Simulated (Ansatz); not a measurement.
Input for Ansatz (a program for electronic structure):
Ansatz 0.2 input:
```yaml
crystal:
  periodic: [false, false, false]
  atoms:
    - {symbol: Si, position_ang: [1.54379394, -0.43422342, 0.39501136]}
    - {symbol: O, position_ang: [-0.03710541, -0.09917460, 0.23599515]}
    - {symbol: Si, position_ang: [-1.43565834, 0.41521007, -0.39304454]}
    - {symbol: H, position_ang: [1.90743865, -1.40401670, -0.62842337]}
    - {symbol: H, position_ang: [2.27646043, 0.82369731, 0.36453240]}
    - {symbol: H, position_ang: [-1.24322432, 1.78997057, -0.85374532]}
    - {symbol: H, position_ang: [-1.76684789, -0.47438927, -1.50486579]}
    - {symbol: H, position_ang: [-2.39088219, 0.32432197, 0.70700531]}
basis:
  gaussian:
    orbitals: 6-31G*
magnetization: {spin_polarized: true, initial_magnetization: 1}
correlation: {method: ccsd_t, electrons: outside_noble_gas}
accuracy: high
```

Estimate the number of basis functions that CCSD(T)/6-31G* (Ansatz) returns for this input.

63

What T1 diagnostic does CCSD(T)/6-31G* give?

0.014

What is the computed total energy (CCSD(T)/6-31G*)?

-655.9913 Eh

What SCF-reference <S^2> does CCSD(T)/6-31G* give?

0.752

Give the MP2 correlation energy at the level CCSD(T)/6-31G*.

-0.3178 Eh

Give the coupled-cluster correlation energy (without the perturbative part) at the level CCSD(T)/6-31G*.

-0.3523 Eh
